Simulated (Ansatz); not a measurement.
Calculated with Ansatz (gas phase, PBE0-D4/def2-TZVP geometries, no zero-point term in ΔE). CCSD(T)/CBS adds triple-zeta CCSD(T) − MP2 to the extrapolated MP2 energy (def2 sets, frozen cores). This one scheme is used for every species. DFT in def2-TZVPP. Elements past krypton have def2 core potentials. For Sb outer-core shells are correlated without core-valence functions, which leaves a few kJ/mol of doubt a bond. One conformer a species, not always the lowest.

Reaction (ligand exchange at the Sb–C bond): `S=[CH][SbH2]` + `N[SiH](O)F` → `N[SiH](F)[O][SbH2]` + `C=S`

Problem. Is it downhill or uphill in electronic energy at CCSD(T)/CBS, and by how much? (Estimate.)

Solution. The calculation gave: Downhill: ΔE = -0.28 eV.

Problem. What do these levels give: r2SCAN-D4, r2SCAN0-D4, CAM-B3LYP-D4, ωB97M-V, B2PLYP, PBE-QIDH, BLYP, r2SCAN0, RPA@PBE/def2-TZVPP, CCSD/def2-TZVPP, HF/CBS(def2), MP2/CBS(def2)? (Estimate.)

Solution. The calculation gave: r2SCAN-D4 -0.25, r2SCAN0-D4 -0.24, CAM-B3LYP-D4 -0.35, ωB97M-V -0.31, B2PLYP -0.28, PBE-QIDH -0.20, BLYP -0.28, r2SCAN0 -0.23, RPA@PBE/def2-TZVPP -0.34, CCSD/def2-TZVPP -0.29, HF/CBS(def2) -0.44, MP2/CBS(def2) -0.21 eV.

Largest T1 diagnostic among the species: 0.017.

In def2-TZVPP, CCSD(T) changes the Hartree–Fock value by +0.14 eV (the triples alone add +0.02 eV) and MP2 by +0.20 eV. Leaving LDA and LC-ωPBE aside and taking each functional with its dispersion term where it has one, the values, not all of them listed here, spread over 0.18 eV, from B97M-V to PBE-D4. LDA lies +0.07 eV from PBE without D4.
